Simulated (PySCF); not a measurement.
This PySCF input asks for the NMR shieldings of SMILES [Si]([Si@H](CC)NC)(O)(O)[SiH3], C3H15NO2Si3; the geometry comes from GFN2-xTB.

```python
import basis_set_exchange as bse
import numpy as np
from pyscf import gto, dft
from pyscf.prop import nmr

atoms = """
C    -2.199985   -0.809988   -0.391920
C    -1.946335    0.097274    0.808796
Si   -0.123949    0.718469    0.888643
N     0.229024    1.816974   -0.392420
C    -0.605957    2.950417   -0.704506
Si    1.366205   -1.021402    0.674056
O     2.479231   -0.557834    1.791777
O     0.713365   -2.460022    1.144774
Si    2.330401   -1.705478   -1.316833
H    -1.961643   -0.290908   -1.318457
H    -3.243594   -1.120195   -0.437191
H    -1.581735   -1.704103   -0.337862
H    -2.223590   -0.435873    1.720277
H    -2.614396    0.958519    0.746938
H    -0.078539    1.543978    2.119358
H     0.753199    1.505258   -1.195010
H    -1.039186    3.326637    0.219028
H    -1.425950    2.693070   -1.385586
H    -0.016309    3.747116   -1.162582
H     3.209086   -1.114516    2.052419
H     0.248540   -2.560506    1.971442
H     1.464371   -2.562996   -2.132598
H     2.656793   -0.553121   -2.173856
H     3.599217   -2.441005   -1.181131
"""
names = dict.fromkeys(["C", "Si", "N", "O", "H"], "pcSseg-1")
basis = {el: gto.basis.parse(bse.get_basis(n, elements=[el], fmt="nwchem")) for el, n in names.items()}
mol = gto.M(atom=atoms, basis=basis, charge=0, verbose=0)
mf = dft.RKS(mol, xc="PBE0")
mf.grids.level = 2
mf.grids.alignment = dft.numint.BLKSIZE   # the property module wants whole blocks of grid points
mf.conv_tol = 1e-9
mf.kernel()

calc = nmr.RKS(mf)   # GIAO
C = mf.mo_coeff
Co = C[:, mf.mo_occ > 0]
resp = mf.gen_response(singlet=True, hermi=2)
def vind(x):   # induced exchange potential for any number of trial vectors
    d = np.einsum("pi,xij,qj->xpq", C, 2 * x.reshape(-1, C.shape[1], Co.shape[1]), Co, optimize=True)
    return np.einsum("xpq,pi,qj->xij", resp(d - d.transpose(0, 2, 1)), C, Co, optimize=True).ravel()
mo1, _ = nmr.rhf.solve_mo1(calc, with_cphf=vind)
sigma = calc.kernel(mo1)
for i, s in enumerate(sigma):   # ppm
    print("%2d %-2s %9.2f" % (i, mol.atom_pure_symbol(i), np.trace(s) / 3))
```

Problem. What does it print?

Solution. 
```
 0 C     176.41
 1 C     175.13
 2 Si    371.44
 3 N     258.70
 4 C     153.97
 5 Si    335.18
 6 O     257.04
 7 O     253.94
 8 Si    472.45
 9 H      30.82
10 H      30.46
11 H      30.61
12 H      31.43
13 H      30.60
14 H      26.68
15 H      31.77
16 H      29.34
17 H      28.82
18 H      28.80
19 H      29.50
20 H      29.51
21 H      28.44
22 H      28.58
23 H      28.36
```

These numbers come from an equivalent density-fitted implementation of the same equations, which agrees with the script to about 0.01 ppm for H and up to a few tenths of a ppm for heavy atoms, so last digits may differ.

Problem. Turn these shieldings into chemical shifts. References, each an isolated molecule treated in the same way: ¹³C (186.93 ppm), ²⁹Si (349.16 ppm), ¹H (31.72 ppm) vs TMS; NH3 for ¹⁵N (267.73 ppm); ¹⁷O (336.08 ppm) against H2O.

Solution. Averaging equivalent atoms: C 4: 33.0; C 1: 11.8; C 0: 10.5; Si 5: 14.0; Si 2: -22.3; Si 8: -123.3; N 3: 9.0; O 7: 82.1; O 6: 79.0; H 14: 5.04; H 21/22/23: 3.26; H 16/17/18: 2.73; H 19: 2.22; H 20: 2.21; H 13: 1.12; H 9/10/11: 1.09; H 12: 0.28; H 15: -0.05 ppm. Experimental scales use liquid or dissolved standards, which lie at an offset from isolated NH3 (liquid NH3: subtract about 20 ppm) and H2O (liquid H2O: subtract about 36 ppm).

Size and cost of the density-fitted run: 249 basis functions, 2.4 min wall time on 1 thread of an Arm Neoverse N1, shared host; peak memory 1.2 GiB.
